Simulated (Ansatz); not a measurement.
Relaxation of F3H3Si (7 atoms, charge 0, multiplicity 1), to a largest force component of 0.03 eV/Å in at most 50 steps.

Theory: RKS PBE0-D4/def2-SVP in Ansatz.

```xyz
7
Properties=species:S:1:pos:R:3
Si 0.228 0.000 -0.064
H 0.151 0.000 1.403
H 1.625 0.000 -0.550
F -0.484 1.318 -0.644
F -0.484 -1.318 -0.644
F -2.271 0.000 1.183
H -1.654 0.000 1.869
```

Question: Where does it end, and by what steps?

Answer: It converged. After 19 steps the energy has fallen by 0.237 eV; H7 moved furthest, 1.05 Å.

| step | energy less start (eV) | largest force component (eV/Å) | accepted |
| --- | --- | --- | --- |
| 0 | 0.0000 | 0.363 | yes |
| 1 | -0.0275 | 0.504 | yes |
| 2 | -0.0179 | 1.478 | no |
| 3 | -0.0344 | 0.601 | yes |
| 4 | -0.0436 | 0.245 | yes |
| 5 | -0.0462 | 0.553 | yes |
| 6 | -0.0495 | 0.096 | yes |
| 7 | -0.0501 | 0.300 | yes |
| 8 | -0.0514 | 0.245 | yes |
| 9 | -0.0624 | 0.213 | yes |
| 10 | -0.0767 | 0.231 | yes |
| 11 | -0.1028 | 0.320 | yes |
| 12 | -0.1116 | 1.308 | yes |
| 13 | -0.0108 | 3.501 | no |
| 14 | -0.1441 | 0.667 | yes |
| 15 | -0.1681 | 0.530 | yes |
| 16 | -0.2011 | 0.391 | yes |
| 17 | -0.2327 | 0.157 | yes |
| 18 | -0.2345 | 0.216 | yes |
| 19 | -0.2368 | 0.027 | yes |

```xyz
7
Properties=species:S:1:pos:R:3
Si 0.340 0.095 -0.001
H 0.694 0.404 1.397
H 1.474 -0.327 -0.853
F -0.383 1.352 -0.694
F -0.728 -1.141 -0.013
F -2.206 0.174 1.637
H -2.079 -0.558 1.082
```

Time of the run: 41 s on 1 thread of Arm Neoverse V2, on a shared host, peak memory 0.14 GiB.
